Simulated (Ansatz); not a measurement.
Reaction (ligand exchange at the Si–S bond): `N[SiH](N)S` + CH₃OH → `CO[SiH](N)N` + H₂S

Gas-phase electronic energies from Ansatz, PBE0-D4/def2-TZVP geometries. CCSD(T)/CBS is the MP2 limit (def2-TZVPP, def2-QZVPP) plus CCSD(T) − MP2 in def2-TZVPP, frozen cores. This one scheme is used for every species. Functionals use def2-TZVPP. B3LYP here is the variant with VWN-RPA as its local correlation; programs differ in this. Each species was taken in one conformer, which may not be the lowest.

CCSD(T)/CBS gives -11.0 kcal/mol.

(1) Another level gave -11.7 kcal/mol. Which?
A. B3LYP-D4/def2-TZVPP
B. r2SCAN-D4/def2-TZVPP
C. HF/def2-TZVPP
D. PBE0/def2-TZVPP

Largest T1 diagnostic among the species: 0.010.

## Answers

(1) A. B3LYP-D4 -11.7, r2SCAN-D4 -10.5, PBE0 -8.6, HF/def2-TZVPP -13.9 kcal/mol.

In def2-TZVPP, CCSD(T) changes the Hartree–Fock value by +1.9 kcal/mol (the triples alone add +0.5 kcal/mol) and MP2 by +2.6 kcal/mol. From PBE to PBE0 (25 % exact exchange), in def2-TZVPP and without D4, ΔE moves by −0.7 kcal/mol.
